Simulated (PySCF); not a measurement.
# Frontier levels across methods

Species: TMS-CHClF, C4H10ClFSi.
Numbering: `[CH3:1][Si:2]([CH3:3])([CH3:4])[C@H:5]([F:6])[Cl:7]` (hydrogens: H8, H9, H10 on C1; H11, H12, H13 on C3; H14, H15, H16 on C4; H17 on C5)

Geometry (PBE0-D3(BJ)/def2-SVP, Å), atoms numbered from 1 in this order:
```
atom  x, y, z in Å
C1    -0.5059   -1.1627   -1.3727
Si2    0.0920   -0.0328   -0.0060
C3     1.2847    1.2736   -0.6243
C4     0.8113   -1.0144    1.4228
C5    -1.4615    0.8679    0.6794
F6    -2.3534   -0.0471    1.1611
Cl7   -2.2417    1.8168   -0.6332
H8    -1.2524   -1.8713   -0.9820
H9    -0.9812   -0.5807   -2.1766
H10    0.3251   -1.7414   -1.8049
H11    1.6061    1.9437    0.1884
H12    2.1862    0.8047   -1.0496
H13    0.8146    1.8864   -1.4082
H14    0.0616   -1.7113    1.8280
H15    1.6811   -1.6042    1.0927
H16    1.1432   -0.3560    2.2409
H17   -1.2557    1.5974    1.4800
```

Basis pcSseg-1 throughout (PySCF), one geometry. Geometry: PBE0-D3(BJ)/def2-SVP; no solvent, vibrations or thermal averaging.

Q: How do the orbital energies, the gap and the dipole change with the method?

A: 
```tsv
method	kind	HOMO (eV)	LUMO (eV)	gap (eV)	μ (D)	SCF cycles
BLYP	GGA	-6.36	-0.28	6.08	2.38	13
OPBE	GGA	-6.46	-0.26	6.20	2.44	14
PBE	GGA	-6.48	-0.40	6.08	2.41	14
B97-D	GGA	-6.52	-0.31	6.21	2.46	14
KT2	GGA	-6.61	-0.52	6.09	2.46	14
PBE0	global hybrid	-7.92	0.62	8.54	2.57	12
CAM-B3LYP	range-separated hybrid	-9.32	1.65	10.97	2.58	12
wB97X-D	range-separated hybrid	-9.85	2.41	12.26	2.63	13
```

The HOMO spans 3.49 eV, from BLYP down to wB97X-D, and the gap runs from 6.08 eV (PBE) to 12.26 eV (wB97X-D). The dipole ranges from 2.38 D (BLYP) to 2.63 D (wB97X-D). This basis has no diffuse functions.

The vertical ΔSCF ionisation energy at CAM-B3LYP/def2-SVPD is 10.20 eV; −ε(HOMO) comes closest to it with wB97X-D (9.85 eV).
